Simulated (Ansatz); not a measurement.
# Insertion of a divalent centre (a silylene, a carbene or their kin)

Start structure (SiH2SF2, singlet), relaxed at PBE0-D4/def2-TZVP:

Si1  (0.518, -1.463, 0.285)
F2  (-0.789, -1.071, 1.162)
F3  (-0.188, -1.671, -1.157)
H4  (0.389, 1.678, 0.855)
S5  (0.683, 1.302, -0.400)
H6  (-0.613, 1.225, -0.744)
(Å)

The step: SiF₂ + H₂S → SiH₂SF₂ ([F][SiH]([F])[SH]); bonds formed: Si1–H4, Si1–S5; bonds broken: H4–S5. Program: Ansatz 0.2.0. Basis: def2-TZVPP and def2-QZVPP. Cores are frozen in the correlated methods. Extrapolation: Hartree–Fock as exp(−7.88 √X), correlation as X^−2.97. Energies below are by CCSD(T) at an estimated basis limit (MP2 extrapolated from triple and quadruple zeta, plus CCSD(T) − MP2 in triple zeta).

(1) What are the electronic barrier and the energy of the step, from the start structure to the end structure? (To be estimated.)

No T1 diagnostic of these runs exceeds 0.016. The restricted Hartree–Fock reference is unstable towards an unrestricted one at one or more of these structures.

Results:

(1) The calculation gives: Barrier 112.2 kJ/mol; step energy -187.8 kJ/mol (downhill); reverse barrier, their difference, 300.0 kJ/mol. Barrier and step energy count from the start structure, the reverse barrier from the end structure.

The saddle point: One imaginary mode of 1079i cm⁻¹.
```json
{"pair": "Si1–H4", "start (Å)": "3.19", "saddle (Å)": "1.62", "end (Å)": "1.47"}
{"pair": "Si1–S5", "start (Å)": "2.85", "saddle (Å)": "2.43", "end (Å)": "2.11"}
{"pair": "H4–S5", "start (Å)": "1.34", "saddle (Å)": "1.70", "end (Å)": "3.03"}
```

Zero-point energy (harmonic, PBE0-D4): ZPE is 58.5 kJ/mol at the start and 54.3 kJ/mol at the saddle, so the barrier goes from 112.2 to 107.9 kJ/mol.

Losses and insertions of silylenes and their heavier kin drive the gas-phase chemistry of silicon and germanium vapour deposition.

Labels in which every atom is bracketed show which atoms are joined, not bond orders.

For scale, one of the runs: CCSD(T)/def2-TZVPP, 174 basis functions, launched by `ansatz run in.yaml --threads 2 --pin off --events-out ev --progress --plain --max-ram 4352MiB`. Time: 50 s of wall clock on 2 CPU threads of an Arm Neoverse V1; the host was shared. Peak host memory: 1.5 GiB.
